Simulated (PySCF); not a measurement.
# Correlation energy of Xe (xenon, neutral)

[Xe], closed-shell 1S. Calculation: PySCF 2.14, in def2-TZVP with the def2 core potential (28 electrons) (6s5p3d2f, 50 functions); a scalar-relativistic core potential. Frozen: 4s2 4p6 4d10; 8 electrons correlated.

MP2 pair energies summed by pair of shells (mhartree):

```
 pair   energy  share (%)
5p-5p  -105.31       72.6
5s-5p   -33.43       23.1
5s-5s    -6.22        4.3
```

Total MP2 correlation energy: -144.96 mhartree.

Same-spin part -35.90 and opposite-spin part -109.06 mhartree; SCS-MP2 scales them by 1/3 and 6/5 to -142.84 mhartree.

```json
{"level": "CCSD", "correlation energy (mhartree)": "-160.06"}
{"level": "(T)", "correlation energy (mhartree)": "-4.91"}
{"level": "CCSD(T)", "correlation energy (mhartree)": "-164.97"}
```

Diagnostics: T1 = 0.0031, D1 = 0.0076, largest double amplitude 0.044.

Cost of the coupled-cluster step: 0.4 s of wall time on 1 thread of Neoverse-V1 (shared host), for 8 correlated electrons.
